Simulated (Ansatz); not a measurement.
`C=[CH][GeH]([Cl])[Cl]` + NH₃ → `[NH2][GeH]([Cl])[Cl]` + `C=C` at 700 K and 1 bar (ligand exchange at a Ge–C bond).

Computed with Ansatz on PBE0-D4/def2-TZVP structures; ΔE is electronic, products minus reactants. CCSD(T)/CBS is the MP2 limit (def2-TZVPP, def2-QZVPP) plus CCSD(T) − MP2 in def2-TZVPP, frozen cores. This one scheme is used for every species. For Ge outer-core shells are correlated without core-valence functions, which leaves a few kJ/mol of doubt a bond. Scalar relativity is left out up to krypton. Each species was taken in one conformer, which may not be the lowest.

```csv
species,CCSD(T)/CBS energy (Eh),H − E (kJ/mol),S (J/(mol·K))
`C=[CH][GeH]([Cl])[Cl]`,-3074.24508,214.8,474.7
NH₃,-56.50880,116.9,226.5
`[NH2][GeH]([Cl])[Cl]`,-3052.27661,160.2,441.4
`C=C`,-78.48111,168.9,268.4
```

H − E and S are ideal-gas, rigid-rotor, harmonic terms from PBE0-D4/def2-TZVP, for one conformer and one mirror image of each species. 1 Eh = 2625.50 kJ/mol, R = 8.31446 J/(mol·K).

Question: By hand: ΔE, ΔH, ΔS and ΔG.

Answer: ΔE = (-3052.27661) + (-78.48111) − (-3074.24508) − (-56.50880) = -0.00384 Eh = -10.1 kJ/mol. Δ(H − E) = 160.2 + 168.9 − 214.8 − 116.9 = -2.6, so ΔH = -12.7 kJ/mol. ΔS = 441.4 + 268.4 − 474.7 − 226.5 = 8.6 J/(mol·K). ΔG = -12.7 − 700 × (8.6)/1000 = -18.7 kJ/mol.

Question: By hand: the equilibrium constant, and the temperature at which ΔG would vanish if ΔH and ΔS stayed fixed.

Answer: log₁₀ K = −ΔG/(RT ln 10) = 1.4. ΔH and −TΔS have one sign here, so there is no such temperature.

TΔS isn't small against ΔH here. A doubt of 5 kJ/mol in ΔE shifts log₁₀ K by 0.4 here. Other conformers and mirror images would add mixing entropy, several J/(mol·K) or more a flexible species. These are equilibria of isolated gas molecules and say nothing of rates. Largest T1 diagnostic: 0.011 (customary marks: 0.02 for closed shells, 0.045 for open ones).

ΔS is within the doubt of such terms, so its sign, and with it that verdict, could turn.
